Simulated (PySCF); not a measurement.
(3S)-3-fluorobut-1-ene (C₄H₇F), SMILES F[C@@H](C)C=C. Coordinates come from a PBE-D3(BJ)/def2-SVP optimisation. One conformer was computed; it need not be the lowest.

Method: PBE-D3(BJ)/def2-SVP in PySCF.

Harmonic wavenumbers (cm⁻¹): 116, 237, 268, 332, 419, 573, 662, 801, 905, 907, 977, 987, 1030, 1090, 1141, 1248, 1287, 1315, 1336, 1366, 1405, 1420, 1676, 2921, 2980, 3077, 3080, 3083, 3092, 3188. Rotational constants (GHz): 8.004, 4.016, 3.013; symmetry number 1.

Q: Work out the zero-point energy and the ideal-gas rigid-rotor harmonic-oscillator thermochemistry at 298.15 K and 1 atm.

A: ZPE = ½ Σ hcν = ½ × 42921 cm⁻¹ = 61.36 kcal/mol. H − E(el) = 65.65 kcal/mol. Entropy in cal/(mol K): translation 38.82, rotation 25.61, vibration 10.65, total 75.08. G − E(el) = 43.26 kcal/mol. Cp = 22.71 cal/(mol K). Modes under 150 cm⁻¹ make the vibrational entropy uncertain.
